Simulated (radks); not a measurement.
Values are calculated unless marked as measured or tabulated.
Problem. Numerical settings for the europium ion Eu36+, [Ar] 3d9. Code: a radial shooting solver on a logarithmic mesh with Libxc functionals. Model: scalar-relativistic Kohn-Sham, PBEsol, spin-polarised, spherical densities, point nucleus; open shells are filled with parallel spins first (spin-orbit coupling, left out, can overturn this in heavy ions). The defaults (mesh step 0.008 in ln r, mesh end at 40 bohr or more with all orbitals vanishing there, Anderson mixing 0.5 over 9 steps, residual threshold near 1e-9 with the energy settled to 1e-9 hartree or 1e-11 of itself, here a cap of 57 iterations) give E = -10037.4337 hartree and 3d at -2557.4 eV in 15 iterations. Run on one thread of a shared host, so times are rough (Intel(R) Xeon(R) Platinum 8559C): 0.15 s of CPU time, 0.15 s wall, 15 iterations on 2476 mesh points. One setting is changed at a time: mesh step in ln r 0.005; mesh step in ln r 0.2; mesh step in ln r 0.05; mesh end (bohr) 12; mesh end (bohr) 1; residual threshold 1e-16; residual threshold 1e-13; mixing 2.5; linear mixing, mixing 0.8; linear mixing, mixing 0.2; mixing history 3; iteration cap 8. Which runs fail to converge, and which converge to a wrong energy?

Solution. Not converged within the cap: mesh step in ln r 0.2; residual threshold 1e-16; linear mixing, mixing 0.2; iteration cap 8. No run marked as converged misses the energy by more than 1 mhartree.
